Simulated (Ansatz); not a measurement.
SnIH3 (SnH₃I), relaxed as a singlet with RKS PBE-D4/def2-TZVP in Ansatz, starting from the GFN2-xTB geometry. Force threshold 0.02 eV/Å.

In the def2 sets I, Sn take a core potential; there is no spin–orbit coupling.

Start:

Cartesian coordinates in Å:
```
Sn -0.126 -0.177 -0.087
I 1.298 1.834 0.894
H -1.264 0.479 -1.117
H -0.841 -0.953 1.207
H 0.932 -1.183 -0.898
```

Estimate the energy that the relaxation releases and the steps that it takes.

5.7 kJ/mol, in 5 steps; 3 s on 4 threads of Arm Neoverse V2 on a shared host. No frequencies were taken in this run, so the end may be a saddle point.

Does the start keep its bonding and symmetry?

By distances, no bond broke or formed. The bond that changes most is Sn1–I2, from 2.65 to 2.71 Å (atoms count from 1). Point group C3v at the start, C3v at the end, both within 0.05 Å.

Predict the relaxed structure.


Cartesian coordinates in Å:
```
Sn -0.129 -0.182 -0.089
I 1.325 1.872 0.913
H -1.296 0.497 -1.146
H -0.862 -0.976 1.243
H 0.961 -1.211 -0.921
```
Bond lengths: 1 × I–Sn 2.71 Å; 3 × H–Sn 1.72 Å.
